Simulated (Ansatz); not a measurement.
`[BH2][Al]([CH3])[O][AlH2]` + H₂ → `[BH2][AlH][CH3]` + `[OH][AlH2]` at 400 K and 1 bar (hydrogenolysis of the Al–O bond).

Calculated with Ansatz (gas phase, PBE0-D4/def2-TZVP geometries, no zero-point term in ΔE). CCSD(T)/CBS adds triple-zeta CCSD(T) − MP2 to the extrapolated MP2 energy (def2 sets, frozen cores). This one scheme is used for every species. Each species was taken in one conformer, which may not be the lowest.

```csv
species,CCSD(T)/CBS energy (Eh),H − E (kJ/mol),S (J/(mol·K))
`[BH2][Al]([CH3])[O][AlH2]`,-626.33025,235.6,467.1
H₂,-1.17544,38.0,139.0
`[BH2][AlH][CH3]`,-308.41798,189.7,351.8
`[OH][AlH2]`,-319.03157,88.7,271.1
```

H − E and S are ideal-gas, rigid-rotor, harmonic terms from PBE0-D4/def2-TZVP, for one conformer and one mirror image of each species. The MP2-based limit puts H₂ 0.8 mEh under its directly extrapolated value; such offsets cancel only in part. 1 Eh = 2625.50 kJ/mol, R = 8.31446 J/(mol·K).

Problem. By hand: ΔE, ΔH, ΔS and ΔG.

Solution. ΔE = (-308.41798) + (-319.03157) − (-626.33025) − (-1.17544) = 0.05614 Eh = 147.4 kJ/mol. Δ(H − E) = 189.7 + 88.7 − 235.6 − 38.0 = 4.8, so ΔH = 152.2 kJ/mol. ΔS = 351.8 + 271.1 − 467.1 − 139.0 = 16.8 J/(mol·K). ΔG = 152.2 − 400 × (16.8)/1000 = 145.5 kJ/mol.

Problem. By hand: the equilibrium constant, and the temperature at which ΔG would vanish if ΔH and ΔS stayed fixed.

Solution. log₁₀ K = −ΔG/(RT ln 10) = -19.0. ΔG = 0 at ΔH/ΔS = 9060 K, far beyond where these terms or the molecules hold.

ΔH outweighs TΔS. A doubt of 5 kJ/mol in ΔE shifts log₁₀ K by 0.7 here. Other conformers and mirror images would add mixing entropy, several J/(mol·K) or more a flexible species. Modes under 60 cm⁻¹, often nearly free rotors, make the harmonic entropy too high. These are equilibria of isolated gas molecules and say nothing of rates. Largest T1 diagnostic: 0.012 (customary marks: 0.02 for closed shells, 0.045 for open ones).
